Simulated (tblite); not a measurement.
C4H9O2Si (charge -1).
SMILES with atom numbers: `[CH2:1]=[C:2]([CH3:3])[O:4][SiH-:5][O:6][CH3:7]` (hydrogens: H8, H9 on C1; H10, H11, H12 on C3; H13 on Si5; H14, H15, H16 on C7)

Cartesian coordinates in Å at the GFN2-xTB level; atoms count from 1:
```
atom  x, y, z in Å
C1    -2.2788   -1.7993    0.6843
C2    -1.5164   -0.7309    0.4006
C3    -2.1322    0.5680   -0.0371
O4    -0.2161   -0.7618    0.4939
Si5    0.8110    0.4696   -0.1184
O6     2.2739   -0.2582    0.4034
C7     3.3469    0.5276    0.1829
H8    -3.3520   -1.7588    0.6068
H9    -1.8419   -2.7327    0.9949
H10   -1.9122    1.3393    0.6987
H11   -3.2085    0.4810   -0.1707
H12   -1.6332    0.8698   -0.9592
H13    0.6577    1.4996    1.0013
H14    3.2809    1.4901    0.7215
H15    3.4486    0.7876   -0.8865
H16    4.2646    0.0180    0.5073
```

Computed geometry: GFN2-xTB, gas phase.

Masses are those of the commonest isotopes; rigid-rotor values at the optimised geometry. The values belong to one conformer with, in the numbering `[CH2:1]=[C:2]([CH3:3])[O:4][SiH-:5][O:6][CH3:7]`, C1–C2–O4–Si5 169°, C2–O4–Si5–O6 179°, O4–Si5–O6–C7 -174°.

(1) Give the principal moments of inertia and the rotational constants in MHz.

(2) What kind of rotor is it?

(3) Is it planar, by Δ = Ic − Ia − Ib?

(4) Give the other two planar moments, Paa and Pbb, and the rms extents of the mass along the axes.

Results:

(1) Ia = 75.75, Ib = 476.65, Ic = 541.30 u·Å²; 505379 MHz·u·Å²/I gives A = 6672, B = 1060, C = 933.6 MHz.

(2) A near-prolate asymmetric top; Ray's κ = -0.956.

(3) Not planar: Δ = Ic − Ia − Ib = -11.10 u·Å². For a rigid frame Δ = −2 Σ m c², so Σ m c² = 5.55 u·Å² lies off the ab plane: 4.70 from hydrogen and 0.85 from heavier atoms. The atom farthest from that plane is 1.25 Å away.

(4) Paa = Σ m a² = (Ib + Ic − Ia)/2 = 471.10 and Pbb = Σ m b² = (Ia + Ic − Ib)/2 = 70.20 u·Å². With the mass M = 117.04 u, the rms extents √(P/M) along a, b and c are 2.01, 0.77, 0.22 Å.

Its GFN2-xTB frequencies are all real (lowest 82 cm⁻¹). No vibrational averaging or centrifugal distortion is included, and the geometry carries the error of its method.
